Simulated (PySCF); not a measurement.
# Computed properties of C₂H₃BF₂, SMILES FB(C=C)F

C₂H₃BF₂, SMILES C(=C)B(F)F. Coordinates come from a B3LYP-D3(BJ)/def2-SVP optimisation. Other conformers were not sampled. All values are computed for the isolated molecule unless a solvent is named; none is compared with measurement here.

**Structure.** The optimised structure has Cs symmetry. All 18 harmonic modes at B3LYP-D3(BJ)/def2-SVP (PySCF) are real, so it is a minimum. With heavy atoms numbered as in [B:1]([F:2])([F:3])[CH:4]=[CH2:5], the shortest bond between them is B1–F2 at 1.325 Å and the longest B1–C4 at 1.549 Å.

**Vibrations.** The strongest infrared lines (harmonic, unscaled, degenerate partners summed) lie at 1422 cm⁻¹ (251 km/mol, B 73 %, F 22 %), 1339 cm⁻¹ (173 km/mol, B 37 %, H 32 %, C 22 %, F 9 %), 1448 cm⁻¹ (166 km/mol, H 67 %, C 17 %, B 14 %). The softest mode is at 108 cm⁻¹ and the zero-point energy is 32.8 kcal/mol.

**Electronic structure.** M06-2X/def2-TZVP (PySCF) places the frontier levels at -9.84 and -0.63 eV, a gap of 9.21 eV, and gives a dipole moment of 2.10 D and a mean polarisability of 36.6 bohr³.

**Excitations.** TDA-B3LYP/def2-SVPD (PySCF) has S1 at 6.56 eV (189 nm, f = 0.001, dark); the most intense of the 10 singlets computed lies at 7.10 eV (f = 0.49). T1 (TDA) is at 3.93 eV, 2.63 eV under S1. No vertical singlet excitation falls in the visible range (under 3.1 eV).

**NMR.** GIAO shifts at HF/pcSseg-1 (PySCF) (non-relativistic, atoms alike by connectivity averaged): ¹³C from 130.8 to 161.6 ppm against TMS; ¹H from 6.2 to 7.2 ppm against TMS; ¹⁹F at -68.0 ppm against CFCl3; ¹¹B at 12.9 ppm against BF3.
